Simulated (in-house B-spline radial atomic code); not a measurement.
The numbers below are computed, except where a source is named.
## Weak and strong correlation along the adiabatic connection

Two-electron singlets in several external potentials (atomic units), by full CI in B-splines with partial waves to l = 8 (correlation energies up to 0.6 % small). The repulsion is scaled by λ at fixed density; W(λ) is the mean repulsion less the Hartree energy, W(0) = E_x, and the area under W from 0 to 1 is E_xc.

Relative drop (W(λ) − E_x)/E_x:

```
                             system  λ = 0.12  λ = 0.25  λ = 0.4  λ = 0.6  λ = 0.8   λ = 1
−V exp(−r²/w²), V = 0.722, w = 4.55    0.0355    0.0675   0.0978   0.1301   0.1557  0.1764
   ω²r²/2 − Z/r, ω = 0.473, Z = 0.5    0.0187    0.0370   0.0560   0.0784   0.0978  0.1149
        −Z/r, Z = 1, wall at 8 bohr    0.0278    0.0542   0.0805   0.1102   0.1349  0.1557
    empty sphere, radius 0.328 bohr    0.0024    0.0050   0.0080   0.0119   0.0157  0.0195
    ω²r²/2 − Z/r, ω = 4.62, Z = 1.5    0.0057    0.0117   0.0184   0.0270   0.0352  0.0430
       −Z/r, Z = 1, wall at 12 bohr    0.0336    0.0645   0.0945   0.1271   0.1535  0.1751
 −Z exp(−kr)/r, Z = 2.21, k = 0.702    0.0120    0.0242   0.0374   0.0536   0.0686  0.0823
```

Order the systems by how far second-order (GL2) theory, half the initial slope (estimated from the first points of each curve), overshoots the correlation energy, least first.
A. ω²r²/2 − Z/r, ω = 0.473, Z = 0.5
B. −Z exp(−kr)/r, Z = 2.21, k = 0.702
C. −Z/r, Z = 1, wall at 12 bohr
D. −Z/r, Z = 1, wall at 8 bohr
E. empty sphere, radius 0.328 bohr
F. −V exp(−r²/w²), V = 0.722, w = 4.55
G. ω²r²/2 − Z/r, ω = 4.62, Z = 1.5

E (GL2/E_c = 1.03), G (GL2/E_c = 1.08), B (GL2/E_c = 1.16), A (GL2/E_c = 1.27), D (GL2/E_c = 1.37), C (GL2/E_c = 1.45), F (GL2/E_c = 1.52).

What else changes along this order?

The ratio follows the bend of the curve. With it the leading natural occupation goes from 1.999 to 1.895 and −T_c/E_c from 0.97 to 0.66 between the first and the last.
